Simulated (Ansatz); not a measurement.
Si₆Mo⁻, relaxed as a doublet with UKS PBE-D4/def2-SVPD in Ansatz, starting from the GFN2-xTB geometry. Force threshold 0.02 eV/Å.

In the def2 sets Mo takes a core potential; there is no spin–orbit coupling. The structure comes from a short search, and lower isomers may exist.

Start:

```tsv
atom	x (Å)	y (Å)	z (Å)
Mo1	-0.191	0.092	-0.779
Si2	1.618	1.321	0.150
Si3	2.050	-0.690	-0.681
Si4	-1.813	0.608	0.878
Si5	0.442	-2.058	0.007
Si6	-0.410	2.215	0.265
Si7	-1.696	-1.487	0.159
```

Q: Estimate the energy that the relaxation releases and the steps that it takes.

A: 129.4 kJ/mol, in 6 steps; 30 s on 4 threads of Arm Neoverse V1 on a shared host. No frequencies were taken in this run, so the end may be a saddle point.

Q: Does the start keep its bonding and symmetry?

A: By distances, no bond broke or formed. The bond that changes most is Mo1–Si5, from 2.38 to 2.67 Å (atoms count from 1). The end is the same structure that another start reached, the lowest one found. Point group C3v at the start, C3v at the end, both within 0.05 Å.

Q: Predict the relaxed structure.

A: 
| atom | x (Å) | y (Å) | z (Å) |
| --- | --- | --- | --- |
| Mo1 | -0.261 | 0.128 | -1.072 |
| Si2 | 1.659 | 1.277 | 0.392 |
| Si3 | 2.027 | -0.679 | -0.835 |
| Si4 | -1.717 | 0.560 | 1.129 |
| Si5 | 0.496 | -2.053 | 0.277 |
| Si6 | -0.451 | 2.247 | 0.119 |
| Si7 | -1.753 | -1.481 | -0.010 |
Bond lengths: 6 × Mo–Si 2.44 to 2.67 Å; 6 × Si–Si 2.34 Å.
